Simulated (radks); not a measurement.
Question: These are the eigenvalues of the occupied orbitals of an atom or ion with whole-number occupations (hartree). Calculated with a radial shooting solver on a logarithmic mesh with Libxc functionals: Dirac Kohn-Sham, relativistic LDA (MacDonald-Vosko exchange, VWN5 correlation), spin-unpolarised, spherical densities, finite nucleus; Fermi nuclear charge, rms radius of each element as measured or else 0.836 A^(1/3) + 0.57 fm.

orbital  eigenvalue
1s1/2     -249.5371
2s1/2     -40.92090
2p1/2     -37.20504
2p3/2     -36.81306
3s1/2     -14.31901

Which element is it, and in what charge state? The configuration may be excited. Open shells, if any, fill j = l - 1/2 first.

Answer: Z = 25, manganese, charge +13: Mn13+ in [Ne] 3s2. The list shows which subshells hold electrons but not how many an open one holds; the 1s level, -249.54 hartree, gives Z - s = 22.3 by -(Z - s)^2/2, which with screening and relativity narrows Z to a few neighbours, and the depths of the outer levels then fix element, charge and occupations together.
